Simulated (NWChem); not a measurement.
BiF$_{2}$ cation; SMILES [F][Bi+][F]

```xyz
3

Bi     0.0000     0.0000     0.2354
F     -1.4676     0.0000    -1.0853
F      1.4676     0.0000    -1.0853
```
Atoms are numbered in this order, from 1.

Structure relaxed at the PBE0/def2-SVP level. def2 effective core potentials on Bi; no spin-orbit coupling.

Symmetry labels are those of C2v in the frame above (b1 and b2, or b-type labels, depend on it).

Problem. List the 6 lowest vertical singlet excitations from LRC-wPBEh/def2-SVPD with def2 effective core potentials on Bi, TDA (NWChem).

Solution. 
```
state  energy (eV)  oscillator strength  symmetry  leading excitation (squared amplitude)
-----  -----------  -------------------  --------  --------------------------------------
S1            4.85                0.022        b2                      HOMO → LUMO (0.98)
S2            5.02                0.000        a2                    HOMO−1 → LUMO (0.99)
S3            5.77                0.009        b1                    HOMO−2 → LUMO (0.88)
S4            5.99                0.017        b2                    HOMO−4 → LUMO (0.98)
S5            6.37                0.005        a1                    HOMO−3 → LUMO (0.88)
S6            6.49                0.000        a2                    HOMO−5 → LUMO (0.99)
```
